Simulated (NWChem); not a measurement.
# C3H4O2Si; SMILES O=C[Si@H]1C=CO1

```xyz
10

O     -0.1055    -2.6854     0.0840
C      0.1669    -1.5924     0.5154
Si     0.0012    -0.0144    -0.5656
C     -1.1750     1.2445     0.0782
C     -0.0469     1.9026     0.4341
O      1.0745     1.2249     0.0317
H      0.4786    -1.4591     1.5895
H      0.1819    -0.3371    -2.0051
H     -2.2119     1.5103     0.2652
H      0.1128     2.8437     0.9763
```
Atoms are numbered in this order, from 1.

Program: NWChem. Coordinates come from a PBE0/def2-SVP optimisation. Vertical excitations in the gas phase; the lowest state need not have the same character in each row.

For level PBE/def2-SVP, full TDDFT:

| Property | Value |
|---|---|
| lowest excitation, singlet (eV) | 2.93 |
| lowest state with f > 0.02, singlet (eV) | 4.52 |
| oscillator strength of that bright state | 0.024 |
| orbital gap (eV) | 2.64 |

Question: How do the values read with level B3LYP/def2-SVP, full TDDFT instead?

Answer: The lowest excitation, singlet (eV) is 3.10 and the lowest state with f > 0.02, singlet (eV) is 5.85. The oscillator strength of that bright state is 0.081. The orbital gap (eV) comes out as 4.73.
